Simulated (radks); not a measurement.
Problem. These are the eigenvalues of the occupied orbitals of an atom or ion with whole-number occupations (hartree). All-electron calculation, scalar-relativistic Kohn-Sham, LDA (Slater exchange, VWN5 correlation), spin-polarised, spherical densities, finite nucleus; Fermi nuclear charge, rms radius of each element as measured or else 0.836 A^(1/3) + 0.57 fm. Program: a radial shooting solver on a logarithmic mesh with Libxc functionals.

| orbital | eigenvalue |
|---|---|
| 1s up | -2325.456 |
| 1s down | -2325.444 |
| 2s up | -399.1811 |
| 2s down | -399.1731 |
| 2p up | -351.8797 |
| 2p down | -351.8691 |
| 3s up | -93.47356 |
| 3s down | -93.44677 |
| 3p up | -79.27220 |
| 3p down | -79.24455 |
| 3d up | -62.16373 |
| 3d down | -62.14046 |
| 4s up | -21.71844 |
| 4s down | -21.66777 |
| 4p up | -17.04997 |
| 4p down | -16.99832 |
| 4d up | -10.95034 |
| 4d down | -10.89475 |
| 5s up | -5.88341 |
| 5s down | -5.75170 |
| 5p up | -4.65618 |
| 4f up | -4.20525 |
| 4f down | -4.13317 |

Which element is it, and in what charge state? The configuration may be excited. Open shells, if any, are filled with parallel spins first.

Solution. Z = 71, lutetium, charge +7: Lu7+ in [Kr] 4d10 4f13 5s2 5p3. The list shows which subshells hold electrons but not how many an open one holds; the 1s level, -2325.5 hartree, gives Z - s = 68.2 by -(Z - s)^2/2, which with screening and relativity narrows Z to a few neighbours, and the depths of the outer levels then fix element, charge and occupations together.
